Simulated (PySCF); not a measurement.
CH₆ClNSi, SMILES C[SiH](N)Cl.

Coordinates come from a B3LYP-D3(BJ)/def2-SVP optimisation. Other conformers were not sampled.

The numbers are results of TDA-PBE0/def2-SVPD in PySCF, not measurements.

Vertical excitations. The molecule is in vacuum.

Computed lowest excited states:
| state | energy (eV) | λ (nm) | f | main pairs |
|---|---|---|---|---|
| S1 | 6.94 | 179 | 0.050 | HOMO→LUMO 94 % |
| S2 | 7.71 | 161 | 0.004 | HOMO→LUMO+1 89 % |
| S3 | 7.81 | 159 | 0.019 | HOMO−1→LUMO 83 % |
| S4 | 7.86 | 158 | 0.081 | HOMO→LUMO+2 82 % |
| S5 | 8.09 | 153 | 0.017 | HOMO−1→LUMO+2 60 %, HOMO−1→LUMO+1 29 % |
| S6 | 8.15 | 152 | 0.029 | HOMO→LUMO+3 88 % |
| S7 | 8.28 | 150 | 0.093 | HOMO−2→LUMO 65 %, HOMO−1→LUMO+1 15 %, HOMO−1→LUMO+2 13 % |
| S8 | 8.34 | 149 | 0.031 | HOMO−1→LUMO+1 43 %, HOMO−1→LUMO+2 20 %, HOMO−2→LUMO 18 %, HOMO−2→LUMO+2 9 % |
| S9 | 8.60 | 144 | 0.044 | HOMO−2→LUMO+2 38 %, HOMO−2→LUMO+1 36 %, HOMO−2→LUMO 8 %, HOMO→LUMO+4 6 % |
| S10 | 8.78 | 141 | 0.010 | HOMO−2→LUMO+1 50 %, HOMO−2→LUMO+2 19 %, HOMO→LUMO+4 19 % |
| T1 | 6.52 | 190 | 0 | HOMO→LUMO 86 % |
| T2 | 7.12 | 174 | 0 | HOMO→LUMO+2 58 %, HOMO→LUMO+1 32 % |
| T3 | 7.55 | 164 | 0 | HOMO−1→LUMO+2 52 %, HOMO−1→LUMO 19 %, HOMO−1→LUMO+1 19 % |
| T4 | 7.64 | 162 | 0 | HOMO→LUMO+1 51 %, HOMO→LUMO+2 30 % |
Triplets are in the Tamm–Dancoff approximation.
